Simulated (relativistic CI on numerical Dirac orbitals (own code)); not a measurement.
**Ligand-field terms of d5**

Computed with a parametric ligand-field model of a d^n configuration (Racah B and C, spin-orbit zeta, crystal field), exact diagonalisation.

Field parameters in Wybourne normalisation: Td as Oh with Dq negative (B⁴₀ = 21Dq, B⁴₄ = √(5/14) B⁴₀). The field is a parameter set, without covalency.

B = 1000 cm⁻¹, C = 4400 cm⁻¹ (C/B = 4.40), Td, no spin-orbit coupling. Tanabe-Sugano data, E/B above the lowest term (Δ = |10Dq|; b, c mark the second and third term of a kind):

```csv
Δ/B,6A1,4T1,4T2,4T1(b),2T2,2A2
1.0,0.00,31.86,31.98,37.93,46.03,46.10
1.9,0.00,31.51,31.92,38.26,45.58,45.84
2.8,0.00,31.01,31.83,38.72,44.84,45.46
3.7,0.00,30.40,31.71,39.27,43.86,44.96
4.6,0.00,29.72,31.54,39.87,42.69,44.39
5.5,0.00,29.00,31.33,40.49,41.37,43.76
6.4,0.00,28.24,31.07,41.13,39.95,43.07
7.3,0.00,27.46,30.76,41.77,38.47,42.35
8.2,0.00,26.66,30.39,42.40,36.93,41.61
9.1,0.00,25.84,29.98,43.01,35.37,40.84
10.0,0.00,25.02,29.52,43.61,33.77,40.05
10.9,0.00,24.19,29.01,44.17,32.15,39.25
11.8,0.00,23.35,28.45,44.70,30.52,38.43
12.7,0.00,22.50,27.85,45.20,28.87,37.61
13.6,0.00,21.65,27.22,45.66,27.22,36.78
14.5,0.00,20.79,26.56,46.07,25.55,35.94
15.4,0.00,19.94,25.88,46.45,23.87,35.10
16.3,0.00,19.07,25.17,46.79,22.18,34.25
17.2,0.00,18.21,24.43,47.09,20.49,33.39
18.1,0.00,17.34,23.69,47.36,18.79,32.53
19.0,0.00,16.47,22.92,47.60,17.09,31.67
19.9,0.00,15.60,22.15,47.81,15.38,30.81
20.8,0.00,14.73,21.36,47.99,13.67,29.94
21.7,0.00,13.85,20.56,48.15,11.95,29.07
```

The ground term stays 6A1.
